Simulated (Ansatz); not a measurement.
C₂H₇Cl₂GaO (`C[OH+][Ga-]([CH3])([Cl])[Cl]`). Total charge 0; spin multiplicity 1.

```xyz
13

C    -1.1726    0.6912   -1.2919
O     0.1857    0.2509   -1.3095
Ga    1.1359   -0.7183    0.2857
C     0.0084   -0.3790    1.8458
Cl    1.3065   -2.7131   -0.5254
Cl    2.9117    0.5175   -0.0502
H    -1.3298    1.4603   -0.5328
H    -1.4483    1.0692   -2.2768
H    -1.7815   -0.1804   -1.0604
H     0.7909    0.9631   -1.5545
H    -0.1140    0.6923    2.0135
H     0.4791   -0.8109    2.7306
H    -0.9721   -0.8428    1.7258
```

What are the harmonic wavenumbers in cm⁻¹ at PBE0-D4/def2-TZVP (Ansatz, finite differences of forces, unscaled)? (An estimate is asked.)

The calculation gave: 24, 92, 95, 113, 116, 128, 151, 158, 195, 309, 375, 406, 539, 591, 731, 751, 1061, 1098, 1181, 1231, 1356, 1447, 1453, 1476, 1492, 1502, 3060, 3062, 3144, 3151, 3154, 3176, 3787.

Is this a minimum?

Yes, all 33 modes are real.

Give the ideal-gas thermochemistry at 298.15 K and 1 bar (rigid rotor, harmonic oscillator; point group C1, symmetry number 1).

Zero-point energy 242.9 kJ/mol; H(298) − E = 273.9 kJ/mol; entropy 445.8 J/(mol·K), of which translation 174.1, rotation 123.3, vibration 148.4; G(298) − E = 141.0 kJ/mol. Modes under 100 cm⁻¹ are hindered rotations or soft bends, so the harmonic entropy is rough.

And at 400, 500, 600, 800 and 1000 K?


```
T (K)  H − E (kJ/mol)  S (J/mol/K)  G − E (kJ/mol)
  400           289.9        491.9            93.2
  500           307.5        531.0            42.0
  600           326.6        565.8           -12.9
  800           368.5        625.9          -132.2
 1000           414.4        677.0          -262.6
```
